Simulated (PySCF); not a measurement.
Bi(Cl)3 cation (BiCl₃), SMILES [Cl][Bi]([Cl])[Cl] (connectivity only; charge and spin as stated), charge +1, multiplicity 2.

Coordinates come from a PBE-D3(BJ)/def2-SVP optimisation. The spin state was assumed, not searched. The isomer is the one that the SMILES or the coordinates give; other isomers of the formula were not compared. The def2 effective core potentials stand for the cores of Bi; spin–orbit coupling is left out.

Computed with C-PCM-PBE0/def2-SVP in PySCF 2.14.0.

The values are the electrostatic part of the solvation free energy, E(continuum) − E(gas) at the gas-phase geometry, in a cavity of scaled van der Waals radii (PySCF's table); cavitation and dispersion terms are not included. A continuum can't describe solvent molecules that bind to the metal.

```json
[
 {"solvent": "water", "ε": "78.36", "ΔG(elec) (kcal/mol)": "-64.4"},
 {"solvent": "cyclohexanone", "ε": "15.62", "ΔG(elec) (kcal/mol)": "-60.8"},
 {"solvent": "methanol", "ε": "32.61", "ΔG(elec) (kcal/mol)": "…"}
]
```

Problem. Fill in the missing entries. (The exact figures need the calculation; the answer reports its results.)

Solution. 
- methanol, ΔG(elec) (kcal/mol): -63.1
